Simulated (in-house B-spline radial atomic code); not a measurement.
Checks on a self-consistent run for the neon ion Ne⁸⁺, 1s1 (4d3/2)1. Computed with a radial B-spline atomic code at the basis-set limit: Dirac-Hartree-Fock, average of the jj configuration, Fermi nucleus of rms radius 3.0055 fm.

```json
{"orbital": "1s1/2", "q": "1", "ε (Eh)": "-49.50415", "<1/r>": "10.0264", "<r²>": "0.0299108", "small-component weight": "0.001333"}
{"orbital": "4d3/2", "q": "1", "ε (Eh)": "-2.53280", "<1/r>": "0.563267", "<r²>": "6.21263", "small-component weight": "6.7512e-05"}
```

Electron-electron repulsion V_ee = 0.5626 hartree.

Problem. What total energy follows from the eigenvalues?

Solution. The eigenvalues count the repulsion twice, so E = Σqε - V_ee = -52.037 - 0.563 = -52.600 hartree; the run printed -52.600.

Problem. Does the Dirac virial theorem hold?

Solution. For a point nucleus E = -2c²Σq·w, with w the small-component weight. Here Σq·w = 0.0014005 and c = 137.0360, so the ratio E/(-2c²Σq·w) is 1.000001.

Problem. What diamagnetic shielding (Lamb formula) and susceptibility (Langevin formula) do the radii give?

Solution. σ = (α²/3)Σq<1/r> = 10.5897/(3·137.036²) = 187.97 ppm, and χ = -0.79199×10⁻⁶·Σq<r²> = -4.944×10⁻⁶ cm³/mol with Σq<r²> = 6.2425 bohr². Both are non-relativistic formulas without the paramagnetism of open shells.
